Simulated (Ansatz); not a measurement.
`[H]/C=C/c1ccc(/C=C/c2ccc(/C=C/c3ccc(/C=C/c4ccc(/C=C/c5ccc(/C=C/c6ccccc6)cc5)cc4)cc3)cc2)cc1`. The state is a singlet with charge 0. Geometry PBE-D4/def2-SVP; atoms count from 1.

Cartesian coordinates in Å:
```
H -3.932 15.513 12.940
C -3.504 14.825 12.196
C -4.006 13.579 12.036
C -3.554 12.547 11.097
C -4.209 11.290 11.078
C -3.824 10.274 10.204
C -2.754 10.460 9.292
C -2.312 9.444 8.345
C -2.861 8.209 8.154
C -2.433 7.196 7.199
C -1.321 7.355 6.327
C -0.962 6.365 5.421
C -1.691 5.147 5.323
C -1.366 4.087 4.379
C -0.345 4.083 3.471
C -0.030 3.040 2.507
C 1.066 3.220 1.626
C 1.397 2.261 0.670
C 0.652 1.061 0.535
C 1.028 0.105 -0.495
C 0.414 -1.080 -0.788
C 0.788 -2.019 -1.836
C 0.032 -3.211 -2.003
C 0.339 -4.143 -2.992
C 1.426 -3.938 -3.881
C 1.801 -4.872 -4.933
C 1.207 -6.068 -5.218
C 1.588 -7.008 -6.264
C 2.641 -6.776 -7.187
C 2.968 -7.721 -8.156
C 2.271 -8.954 -8.268
C 2.673 -9.908 -9.293
C 2.150 -11.149 -9.509
C 2.560 -12.111 -10.529
C 3.583 -11.856 -11.479
C 3.938 -12.817 -12.429
C 3.284 -14.063 -12.464
C 2.268 -14.334 -11.535
C 1.913 -13.372 -10.582
C 1.211 -9.180 -7.352
C 0.883 -8.235 -6.383
C 2.181 -2.745 -3.714
C 1.875 -1.815 -2.725
C -0.440 0.874 1.427
C -0.770 1.831 2.380
C -2.794 4.985 6.198
C -3.153 5.978 7.109
C -2.093 11.718 9.318
C -2.481 12.733 10.191
H -2.655 15.202 11.605
H -4.859 13.281 12.672
H -5.045 11.117 11.775
H -4.364 9.316 10.229
H -1.447 9.738 7.727
H -3.731 7.920 8.768
H -0.727 8.281 6.365
H -0.096 6.536 4.764
H -2.038 3.213 4.421
H 0.326 4.958 3.432
H 1.662 4.143 1.700
H 2.252 2.435 -0.003
H 1.904 0.403 -1.096
H -0.465 -1.380 -0.192
H -0.820 -3.397 -1.329
H -0.278 -5.050 -3.079
H 2.664 -4.555 -5.542
H 0.350 -6.390 -4.602
H 3.212 -5.837 -7.144
H 3.792 -7.515 -8.858
H 3.499 -9.565 -9.939
H 1.334 -11.497 -8.853
H 4.108 -10.889 -11.471
H 4.735 -12.594 -13.156
H 3.567 -14.816 -13.215
H 1.749 -15.305 -11.551
H 1.116 -13.590 -9.853
H 0.634 -10.115 -7.402
H 0.056 -8.440 -5.685
H 3.031 -2.558 -4.389
H 2.490 -0.906 -2.640
H -1.043 -0.044 1.365
H -1.625 1.643 3.047
H -3.379 4.053 6.150
H -4.019 5.822 7.772
H -1.256 11.890 8.622
H -1.941 13.691 10.172
```

Single mean-field runs in def2-SVP are fitted with def2-universal-jkfit.

(1) Estimate the Mulliken populations of the heavy atoms from the PBE0/def2-SVP orbitals of Ansatz.

(2) And the Mayer bond orders between heavy atoms (over 0.3, the first 40 of 53)?

Answers

(1) 
```json
{"atom": "C2", "charge (e)": "-0.08"}
{"atom": "C3", "charge (e)": "-0.03"}
{"atom": "C4", "charge (e)": "0.01"}
{"atom": "C5", "charge (e)": "-0.03"}
{"atom": "C6", "charge (e)": "-0.02"}
{"atom": "C7", "charge (e)": "0.02"}
{"atom": "C8", "charge (e)": "-0.01"}
{"atom": "C9", "charge (e)": "-0.01"}
{"atom": "C10", "charge (e)": "0.02"}
{"atom": "C11", "charge (e)": "-0.02"}
{"atom": "C12", "charge (e)": "-0.02"}
{"atom": "C13", "charge (e)": "0.02"}
{"atom": "C14", "charge (e)": "-0.01"}
{"atom": "C15", "charge (e)": "-0.01"}
{"atom": "C16", "charge (e)": "0.02"}
{"atom": "C17", "charge (e)": "-0.04"}
{"atom": "C18", "charge (e)": "-0.04"}
{"atom": "C19", "charge (e)": "0.02"}
{"atom": "C20", "charge (e)": "-0.01"}
{"atom": "C21", "charge (e)": "-0.01"}
{"atom": "C22", "charge (e)": "0.02"}
{"atom": "C23", "charge (e)": "-0.04"}
{"atom": "C24", "charge (e)": "-0.02"}
{"atom": "C25", "charge (e)": "0.02"}
{"atom": "C26", "charge (e)": "-0.01"}
{"atom": "C27", "charge (e)": "-0.01"}
{"atom": "C28", "charge (e)": "0.02"}
{"atom": "C29", "charge (e)": "-0.02"}
{"atom": "C30", "charge (e)": "-0.04"}
{"atom": "C31", "charge (e)": "0.02"}
{"atom": "C32", "charge (e)": "-0.01"}
{"atom": "C33", "charge (e)": "-0.01"}
{"atom": "C34", "charge (e)": "0.02"}
{"atom": "C35", "charge (e)": "-0.03"}
{"atom": "C36", "charge (e)": "-0.02"}
{"atom": "C37", "charge (e)": "-0.02"}
{"atom": "C38", "charge (e)": "-0.02"}
{"atom": "C39", "charge (e)": "-0.05"}
{"atom": "C40", "charge (e)": "-0.02"}
{"atom": "C41", "charge (e)": "-0.04"}
{"atom": "C42", "charge (e)": "-0.04"}
{"atom": "C43", "charge (e)": "-0.02"}
{"atom": "C44", "charge (e)": "-0.02"}
{"atom": "C45", "charge (e)": "-0.02"}
{"atom": "C46", "charge (e)": "-0.04"}
{"atom": "C47", "charge (e)": "-0.04"}
{"atom": "C48", "charge (e)": "-0.04"}
{"atom": "C49", "charge (e)": "-0.02"}
```
Mulliken values depend strongly on the basis.

(2) C2–C3 1.92 (1.35 Å); C3–C4 1.09 (1.47 Å); C4–C5 1.33 (1.42 Å); C4–C49 1.34 (1.42 Å); C5–C6 1.44 (1.39 Å); C6–C7 1.33 (1.42 Å); C7–C8 1.11 (1.46 Å); C7–C48 1.31 (1.42 Å); C8–C9 1.69 (1.36 Å); C9–C10 1.12 (1.46 Å); C10–C11 1.30 (1.42 Å); C10–C47 1.33 (1.42 Å); C11–C12 1.48 (1.39 Å); C12–C13 1.30 (1.42 Å); C13–C14 1.12 (1.46 Å); C13–C46 1.33 (1.42 Å); C14–C15 1.68 (1.37 Å); C15–C16 1.12 (1.46 Å); C16–C17 1.33 (1.42 Å); C16–C45 1.30 (1.42 Å); C17–C18 1.41 (1.39 Å); C18–C19 1.33 (1.42 Å); C19–C20 1.12 (1.46 Å); C19–C44 1.30 (1.42 Å); C20–C21 1.68 (1.37 Å); C21–C22 1.12 (1.46 Å); C22–C23 1.31 (1.42 Å); C22–C43 1.32 (1.42 Å); C23–C24 1.44 (1.39 Å); C24–C25 1.32 (1.42 Å); C25–C26 1.12 (1.46 Å); C25–C42 1.31 (1.42 Å); C26–C27 1.68 (1.37 Å); C27–C28 1.12 (1.46 Å); C28–C29 1.33 (1.42 Å); C28–C41 1.31 (1.42 Å); C29–C30 1.44 (1.39 Å); C30–C31 1.31 (1.42 Å); C31–C32 1.11 (1.46 Å); C31–C40 1.33 (1.42 Å).
